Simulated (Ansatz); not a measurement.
`[Cl][GeH]([Cl])[GeH3]` + `ClC[SiH2]Cl` → `Cl[CH2][GeH]([Cl])[Cl]` + `Cl[SiH2][GeH3]` at 298.15 K and 1 bar (redistribution).

Program: Ansatz. Geometries: PBE0-D4/def2-TZVP. ΔE: electronic, gas phase. CCSD(T)/CBS is the MP2 limit (def2-TZVPP, def2-QZVPP) plus CCSD(T) − MP2 in def2-TZVPP, frozen cores. For Ge outer-core shells are correlated without core-valence functions, which leaves a few kJ/mol of doubt a bond. Scalar relativity is left out up to krypton. One conformer a species, not always the lowest.

| species | CCSD(T)/CBS energy (Eh) | H − E (kJ/mol) | S (J/(mol·K)) |
| --- | --- | --- | --- |
| `[Cl][GeH]([Cl])[GeH3]` | -5074.27121 | 112.8 | 383.5 |
| `ClC[SiH2]Cl` | -1249.14529 | 141.8 | 331.0 |
| `Cl[CH2][GeH]([Cl])[Cl]` | -3495.38945 | 125.0 | 377.0 |
| `Cl[SiH2][GeH3]` | -2828.01436 | 128.5 | 336.0 |

H − E and S are ideal-gas, rigid-rotor, harmonic terms from PBE0-D4/def2-TZVP, for one conformer and one mirror image of each species. 1 Eh = 2625.50 kJ/mol, R = 8.31446 J/(mol·K).

**Question.** By hand: ΔE, ΔH, ΔS and ΔG.

**Answer.** ΔE = (-3495.38945) + (-2828.01436) − (-5074.27121) − (-1249.14529) = 0.01269 Eh = 33.3 kJ/mol. Δ(H − E) = 125.0 + 128.5 − 112.8 − 141.8 = -1.1, so ΔH = 32.2 kJ/mol. ΔS = 377.0 + 336.0 − 383.5 − 331.0 = -1.5 J/(mol·K). ΔG = 32.2 − 298.15 × (-1.5)/1000 = 32.6 kJ/mol.

**Question.** By hand: the equilibrium constant, and the temperature at which ΔG would vanish if ΔH and ΔS stayed fixed.

**Answer.** log₁₀ K = −ΔG/(RT ln 10) = -5.7. ΔH and −TΔS have one sign here, so there is no such temperature.

The number of gas molecules stays the same, so ΔS is small and ΔH decides. A doubt of 5 kJ/mol in ΔE shifts log₁₀ K by 0.9 here. Other conformers and mirror images would add mixing entropy, several J/(mol·K) or more a flexible species. Modes under 60 cm⁻¹, often nearly free rotors, make the harmonic entropy too high. These are equilibria of isolated gas molecules and say nothing of rates. Largest T1 diagnostic: 0.011 (customary marks: 0.02 for closed shells, 0.045 for open ones).

ΔS is within the doubt of such terms, so its sign, and with it that verdict, could turn.
